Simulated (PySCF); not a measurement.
SiHCl, SMILES Cl[SiH] (connectivity only; charge and spin as stated), neutral, multiplicity 1.

Geometry optimised at r2SCAN-D4/def2-TZVP. The isomer is the one that the SMILES or the coordinates give; other isomers of the formula were not compared.

All values below come from PySCF with CAM-B3LYP/def2-TZVPD.

The total energy comes out as -750.32241 hartree. The point group is Cs, the highest occupied level is -8.32 eV and the lowest empty level is -1.91 eV. The orbital gap comes out as 6.42 eV and the dipole moment comes out as 1.12 D. The quadrupole, principal values (traceless, Buckingham form, about the centre of nuclear charge) is -3.58, 0.20, 3.38 D·Å and the mean static polarisability is 46.5 bohr³ (6.89 Å³). The polarisability, principal values is 38.5, 44.0, 56.9 bohr³.
